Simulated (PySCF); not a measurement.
Stretching CsS

Set-up: Cs def2-SVPD with ECP46, S def2-SVPD; scalar-relativistic core potentials (PySCF 2.14). Energies in eV from Cs + S in their ground configurations at the same level. State: ²Π (doublet), unpaired electrons π ↑.

All columns are LDA. A positive dipole means Cs(−)S(+).

```
R (Å)  E (eV)   μ (D)  Mulliken charge on Cs (basis-dependent)  HOMO (eV)  LUMO (eV)  Mayer bond order  ⟨S²⟩
2.713  -2.629   -8.08                                     0.77      -3.88      -4.20              0.48  0.75
2.840  -2.893   -8.80                                     0.77      -3.88      -4.01              0.47  0.75
2.966  -3.019   -9.48                                     0.78      -3.76      -3.85              0.45  0.75
3.060  -3.051   -9.97                                     0.78      -3.65      -3.74              0.44  0.75
3.155  -3.045  -10.44                                     0.79      -3.56      -3.65              0.43  0.75
3.250  -3.011  -10.89                                     0.79      -3.47      -3.56              0.42  0.75
3.376  -2.937  -11.48                                     0.79      -3.37      -3.45              0.42  0.75
3.534  -2.815  -12.17                                     0.79      -3.25      -3.33              0.41  0.76
3.723  -2.649  -12.95                                     0.78      -3.13      -3.22              0.41  0.76
3.975  -2.418  -13.89                                     0.78      -3.01      -3.09              0.41  0.76
```

A fit through these points gives, at Re = 3.089 Å, μ = -10.11 D and dμ/dR = -5.01 D/Å; the reduced mass is 25.77 u.

Q: How strong is the fundamental in the double-harmonic approximation, I = 42.26·(dμ/dR)²/μred km/mol?

A: I = 42.26·(-5.01)²/25.77 = 41.2 km/mol at LDA.

Spin–orbit coupling is left out, which matters for elements this heavy, above all for dissociation energies. Counting both spins, an empty level lies below a filled one in this solution, because spin and occupation are held. The state is the lowest determinant that a PBE0 search found; another state may lie lower at other levels.
